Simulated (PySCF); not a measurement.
C₄H₈BN, SMILES C=C1CNB1C. Heavy atoms are numbered as in [CH2:1]=[C:2]1[CH2:3][NH:4][B:5]1[CH3:6]. Hydrogens are named by the atom that carries them.

The structure is a stationary point at B3LYP-D3(BJ)/def2-SVP. The structure was generated by enumeration, and PubChem lists no compound with its InChIKey, so it may never have been made.

These are B3LYP/def2-TZVP (PySCF) values and carry that method's errors.

ESP charges are fitted to the potential on shells at 1.4 to 2.0 van der Waals radii. Atomic charges (e), one atom of each kind:

```csv
atom,ESP fit,Mulliken,IAO,Löwdin
C1 (CH2),-0.59,[?],-0.30,-0.17
C2,0.03,-0.11,-0.11,-0.10
C3 (CH2),0.03,0.02,-0.13,-0.18
N4 (NH),-0.61,[?],-0.40,0.21
B5,0.50,0.21,0.26,-0.59
C6 (CH3),-0.78,[?],-0.57,-0.26
H on C1,0.20,0.11,0.14,0.13
H on C3,0.06,[?],0.13,0.12
H on N4,0.34,[?],0.26,0.17
H on C6,0.18,0.12,0.16,0.15
```

### Question
Fill in the missing entries. (An estimate is asked for; the answer gives what the named calculation found.)

### Answer

- C1 (CH2), Mulliken: -0.30
- N4 (NH), Mulliken: -0.39
- C6 (CH3), Mulliken: -0.38
- H on C3, Mulliken: 0.09
- H on N4, Mulliken: 0.20

Computed Mayer and Wiberg (Löwdin basis) orders of the bonds:
```tsv
bond	Mayer	Wiberg
C1–C2	1.86	2.07
C2–C3	0.95	1.08
C3–N4	0.96	1.20
C2–B5	0.99	1.05
N4–B5	1.32	1.64
B5–C6	1.03	1.32
```
